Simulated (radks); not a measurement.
Task: All-electron atom: neutral caesium in [Xe] 6s1 (the NIST ground configuration). Calculated with a radial shooting solver on a logarithmic mesh with Libxc functionals: Dirac Kohn-Sham, Slater X-alpha with alpha = 0.667, spin-unpolarised, spherical densities, finite nucleus; Fermi nuclear charge, rms radius 4.8041 fm. Some entries of the table are withheld. Estimate them.

orbital,occ.,eigenvalue (Ry),r(max) (bohr),<1/r> (bohr^-1)
1s1/2,2,-2625.920,0.01680,59.34
2s1/2,2,-411.7100,0.09512,13.91
2p1/2,2,-387.5195,0.07271,13.90
2p3/2,4,-361.6643,0.07769,12.73
3s1/2,2,-85.45656,0.2731,4.981
3p1/2,2,(1),(2),4.896
3p3/2,4,(3),(4),4.606
3d3/2,4,-52.50165,0.2184,4.468
3d5/2,6,-51.44930,0.2216,4.393
4s1/2,2,-16.01577,0.6429,2.037
4p1/2,2,-12.38012,0.6565,1.930
4p3/2,4,-11.36182,0.6811,1.834
4d3/2,4,-5.44167,0.7165,1.598
4d5/2,6,-5.27312,0.7249,1.575
5s1/2,2,-1.88472,1.540,0.7593
5p1/2,2,-0.99957,1.726,0.6460
5p3/2,4,-0.87824,1.805,0.6109
6s1/2,1,-0.11673,4.810,0.2142

Result: 
(1) 3p1/2 eigenvalue (Ry): -75.32759
(2) 3p1/2 r(max) (bohr): 0.2594
(3) 3p3/2 eigenvalue (Ry): -70.37611
(4) 3p3/2 r(max) (bohr): 0.2705
